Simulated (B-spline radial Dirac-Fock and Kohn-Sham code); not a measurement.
**What relativity does to the binding energies of Dy³⁺**

System: dysprosium as Dy³⁺, configuration [Xe] 4f9.

Both columns are ΔSCF binding energies of the configuration average from a radial atomic solver: non-relativistic Hartree-Fock with a point nucleus, and Dirac-Fock with a finite nucleus and the Coulomb interaction alone, averaged over the two j levels with weights 2j+1.

```
shell  Hartree-Fock (eV)  Dirac-Fock (eV)  shift (eV)  shift (%)
   1s            50643.7          54062.2    +3418.51      +6.75
   2s             8233.1           9119.2     +886.06     +10.76
   2p             7828.2           8113.4     +285.17      +3.64
   3s             1883.5           2094.6     +211.12     +11.21
   3p             1701.2           1777.1      +75.95      +4.46
   3d             1365.0           1350.8      -14.19      -1.04
   4s              411.5            461.5      +49.98     +12.15
   4p              337.7            354.4      +16.63      +4.92
   4d              205.2            201.7       -3.55      -1.73
   4f              45.76            40.45       -5.31     -11.60
   5s              80.78            88.41       +7.63      +9.44
   5p              57.78            59.41       +1.63      +2.81
```

Relativity binds 1s, 2s, 2p, 3s, 3p, 4s, 4p, 5s, 5p more strongly, among those listed most of all 4s in relative terms, and 3d, 4d, 4f more weakly, because the contracted s and p shells screen the nucleus better.

Values without a named source are computed, but for edge energies of neutral atoms, which are taken from tables.
